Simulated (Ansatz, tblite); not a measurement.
Cost and result up the ladder for Pb₃S₈ (11 atoms). Charge 0, multiplicity 1. Geometry: PBE-D4/def2-SVP.

Cartesian coordinates in Å:
```
Pb 0.975 -1.349 0.626
Pb -2.428 0.066 -0.426
Pb 0.589 1.246 -2.644
S -0.578 2.523 -0.484
S -2.291 -2.254 1.435
S 0.719 1.848 1.072
S 2.624 2.197 0.275
S -1.316 -0.355 2.034
S -0.394 -1.090 -1.742
S 2.836 0.712 -1.173
S -0.737 -3.543 1.029
```

Ansatz on 4 threads of Intel Xeon on a shared host; xTB runs through tblite on one thread. Times are rough, summed over both states, and most runs start from the orbitals of an earlier one. PBE0-D4/def2-SVP serves as the yardstick here, not as an exact answer. The other state is a doublet.

In the def2 sets Pb takes a core potential; there is no spin–orbit coupling. The xTB rows come from tblite. The structure comes from a short search, and lower isomers may exist.

Raw xTB energies of ions are shifted by several eV.

```json
{"level": "PBE0-D4/def2-SVP", "functions": "222", "vertical IE (eV)": "7.20", "difference from PBE0-D4/def2-SVP (eV)": "0.00"}
{"level": "GFN1-xTB", "functions": "84", "vertical IE (eV)": "11.04", "difference from PBE0-D4/def2-SVP (eV)": "3.84"}
{"level": "GFN2-xTB", "functions": "84", "vertical IE (eV)": "11.86", "difference from PBE0-D4/def2-SVP (eV)": "4.67"}
{"level": "PBE-D4/def2-SVP", "functions": "222", "vertical IE (eV)": "6.89", "difference from PBE0-D4/def2-SVP (eV)": "-0.30"}
```

(1) Estimate how long each takes.

Results:

(1) GFN1-xTB 0.17 s; GFN2-xTB 0.2 s; PBE-D4/def2-SVP 42 s; PBE0-D4/def2-SVP 87 s. On shared hardware such times vary by a factor of up to 3.
